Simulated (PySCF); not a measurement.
## C₆ coefficients of unlike pairs at revPBE

Calculated with PySCF 2.14 from the dipole response of each species, C₆(A,B) = (3/π) ∫ α_A(iu) α_B(iu) du, in atomic units, from isotropic polarisabilities. For ions this is the dispersion term alone; charge-induced terms of lower order in 1/R come first.

```tsv
species	configuration	basis	relativity	α (bohr³)	C₆ (like pair)
Cl²⁺	[Ne] 3s2 3p3 (4S)	aug-cc-pVTZ-DK (6s5p3d2f)	spin-free X2C	5.839	20.87
Ge⁺	[Ar] 3d10 4s2 4p1 (2P)	aug-cc-pVQZ-PP with one added diffuse shell each of s, p, d, f, g type with ECP10MDF (8s7p6d4f3g)	core potential	19.35	111.5
Os	[Xe] 4f14 5d6 6s2 (5D)	def2-TZVPPD with the def2 core potential (60 electrons) (6s5p3d2f1g)	core potential	53.99	568.0
Tc²⁺	[Kr] 4d5 (6S)	dyall-av2z (22s15p11d2f)	none	8.497	45.32
```

Problem. Estimate C₆ for Tc²⁺ with Os.

Solution. The integral gives 144.0. The combination rule 2 C_A C_B / (C_A α_B/α_A + C_B α_A/α_B) gives 136.4 and the geometric mean 160.4.

No spin-orbit coupling is included.

The other pairs:

| pair | C₆ |
| --- | --- |
| Tc²⁺, Ge⁺ | 66.24 |
| Os, Cl²⁺ | 99.21 |
| Os, Ge⁺ | 248.5 |
| Ge⁺, Cl²⁺ | 45.82 |
| Tc²⁺, Cl²⁺ | 30.58 |
